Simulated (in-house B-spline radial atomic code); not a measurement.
Settings and results of a run for Cs⁵⁺ (with a hole in an inner shell). Level of theory: Dirac-Hartree-Fock, average of configuration, Fermi nucleus of rms radius 4.8041 fm; calculated with an all-electron radial atomic-structure program (B-spline basis).

Command:
```bash
python run_scf.py task.json out
```
Settings (nuclear radius in fm, mass in u):
```
Z                55
configuration    1s2 2s2 2p6 3s2 3p6 3d10 4s1 4p6 4d10 5s2 5p3
hamiltonian      dirac
method           hf
spin_polarised   False
nucleus          fermi
rms_radius       4.8041
atomic_mass      132.90545
speed_of_light   137.035999084
```

Output (hartree, bohr):
```
 radial grid: 68 intervals, B-splines of order 8, outer radius 25.4386 bohr

 iter        energy (Eh)    residual
    1       -7748.988427    9.30e-01
    2       -7767.180211    6.39e-01
    3       -7771.749517    1.86e-01
    4       -7772.161302    6.03e-02
    5       -7772.199642    1.81e-02
    6       -7772.205895    1.32e-03
    7       -7772.205935    4.15e-04
    8       -7772.205937    3.35e-05
    9       -7772.205937    1.62e-06
   10       -7772.205937    1.04e-07

 total energy                     -7772.20594
 kinetic                            8275.9234
 electron-nucleus                 -18776.2441
 electron-electron                  2728.1148

 first-order corrections (not in the total)
   Gaunt                             6.8557
   retardation                      -0.7103
   frequency dependence             -0.0714
   self-energy                       4.6785
   Uehling                          -0.6589
   Wichmann-Kroll                    0.0161
   recoil                            0.0214

 orbital      occ     eigenvalue          <r>       <r^2>       <1/r>       <r^4>     <1/r^2>       r_max    small
 1s1/2      2.000     -1332.7479    0.0261032 0.000924752     59.3977 2.24763e-06     7749.86     0.01678  4.12e-02
 2s1/2      2.000      -215.1098     0.111557    0.014743     13.9389 0.000376313     923.892     0.09491  8.89e-03
 2p1/2      2.000      -201.9995    0.0941222   0.0109092     13.8835 0.000240794     294.876     0.07278  8.88e-03
 2p3/2      4.000      -189.0038     0.099968   0.0121774     12.7245 0.000292887     220.553     0.07772  8.41e-03
 3s1/2      2.000       -48.4443     0.297532    0.101301     5.00945   0.0156099     189.361       0.272  2.68e-03
 3p1/2      2.000       -42.9534     0.287631   0.0961097     4.91747   0.0146959     60.6778      0.2589  2.62e-03
 3p3/2      4.000       -40.3966      0.29904    0.103687     4.63428   0.0170297     45.9851      0.2696  2.50e-03
 3d3/2      4.000       -30.8292     0.270221   0.0862072     4.48075   0.0134343     25.1932      0.2185  2.36e-03
 3d5/2      6.000       -30.2940      0.27384   0.0883895     4.40787   0.0140653      24.211      0.2215  2.33e-03
 4s1/2      1.000       -11.9005      0.69339    0.543088     2.02992    0.435898     41.7275      0.6408  7.82e-04
 4p1/2      2.000        -9.6692     0.715252    0.580766     1.92939    0.503859      12.995       0.654  7.23e-04
 4p3/2      4.000        -9.1323      0.74015    0.621661     1.84272    0.577078     9.98275      0.6767  6.86e-04
 4d3/2      4.000        -5.7374     0.808108    0.754472     1.62849    0.915734     4.82329      0.7082  5.57e-04
 4d5/2      6.000        -5.6445     0.817503    0.771855     1.60569    0.957814     4.63567      0.7162  5.47e-04
 5s1/2      2.000        -3.2405      1.59054     2.82558    0.836191     11.3205     8.36335       1.474  1.93e-04
 5p1/2      1.000        -2.6731      1.73223     3.35258    0.755058      16.044     2.41145       1.589  1.61e-04
 5p3/2      2.000        -2.5799      1.78472     3.55634    0.728406      18.001     1.88885        1.64  1.53e-04
```

Time taken, with all properties: 0.99 s on 1 thread of Arm Neoverse V2, on a shared host.

For the Dirac Hamiltonian the kinetic term is c α·p + (β - 1)c².
